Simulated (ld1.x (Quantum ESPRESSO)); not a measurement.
# Scattering properties, TM potential for hydrogen

hydrogen (H), norm-conserving Troullier–Martins (Kleinman–Bylander form), made with ld1.x (Quantum ESPRESSO) 7.5 (LDA (PZ), scalar-relativistic). Core none, reference 1s1. Waves: 2p channel at -0.05 Ry: rc 1.35 bohr; 1s (bound): rc 1.45 bohr. Local part: the s channel. Core correction: none.

The phase is arctan(r·u′/u) with u = r·R(r), unwrapped; energies in Ry, scanned from -2 to 5 Ry. A pole is an energy at which the radial function vanishes at the test radius. The pseudo phase is shifted by a multiple of π to meet the all-electron one at the reference energy, and phase errors are pseudo minus all-electron; the curves can meet again beyond the range given. Levels narrower than the energy grid can be missing from the lists of poles.

| channel | radius (bohr) | reference energy (Ry) | poles, all-electron | poles, pseudo | unbroken range about the reference energy with phases within 0.05 rad | phase error 1 Ry above the reference energy (rad) |
| --- | --- | --- | --- | --- | --- | --- |
| s | 1.60 | -0.47 | 1.19 | 1.22 | below 3.9 | +0.004 |
| p | 1.60 | -0.05 | none | none | the whole range | -0.001 |

Phases in the s channel:

| E (Ry) | all-electron | pseudo |
| --- | --- | --- |
| -2.00 | 0.989 | 0.991 |
| -1.76 | 0.920 | 0.922 |
| -1.52 | 0.824 | 0.826 |
| -1.28 | 0.686 | 0.689 |
| -1.04 | 0.479 | 0.480 |
| -0.80 | 0.164 | 0.165 |
| -0.56 | -0.257 | -0.257 |
| -0.32 | -0.674 | -0.674 |
| -0.08 | -0.984 | -0.983 |
| 0.16 | -1.190 | -1.188 |
| 0.40 | -1.328 | -1.325 |
| 0.64 | -1.426 | -1.422 |
| 0.88 | -1.499 | -1.494 |
| 1.12 | -1.556 | -1.550 |
| 1.36 | -1.604 | -1.597 |
| 1.60 | -1.645 | -1.637 |
| 1.84 | -1.682 | -1.672 |
| 2.08 | -1.716 | -1.705 |
| 2.32 | -1.749 | -1.736 |
| 2.56 | -1.782 | -1.766 |
| 2.80 | -1.815 | -1.797 |
| 3.04 | -1.851 | -1.828 |
| 3.28 | -1.889 | -1.862 |
| 3.52 | -1.931 | -1.898 |
| 3.76 | -1.980 | -1.938 |
| 4.00 | -2.036 | -1.984 |
| 4.24 | -2.104 | -2.037 |
| 4.48 | -2.188 | -2.100 |
| 4.72 | -2.294 | -2.178 |
| 4.96 | -2.431 | -2.274 |
